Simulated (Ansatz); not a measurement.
## The dipole moment down a group: C to Ge

All atoms of one element are swapped for its congeners: C2H6O (ethanol) `CCO`; SiH2(OH)(SiH3) (disilanol); GeH2(GeH3)(OH). All are singlets with charge 0.

Shapes, held fixed at every level: PBE0-D4/def2-TZVP. Flexible molecules stand in one conformer, not always the lowest. Programs: Ansatz 0.2.0. Values in D.

(1) How should the dipole moment change along the series?

Answers

(1) At wB97M-V/def2-TZVPP the dipole moment isn't monotonic: it is largest for C and smallest for Si (1.66 and 1.18 D). Every level shows the same order. Relativity is left out for Ge unless named.

```tsv
level	C2H6O	SiH2(OH)(SiH3)	GeH2(GeH3)(OH)
PBE-D4/def2-TZVPP	1.56	1.14	1.25
r2SCAN-D4/def2-TZVPP	1.61	1.17	1.32
B3LYP-D4/def2-TZVPP	1.65	1.17	1.37
wB97M-V/def2-TZVPP	1.66	1.18	1.40
```
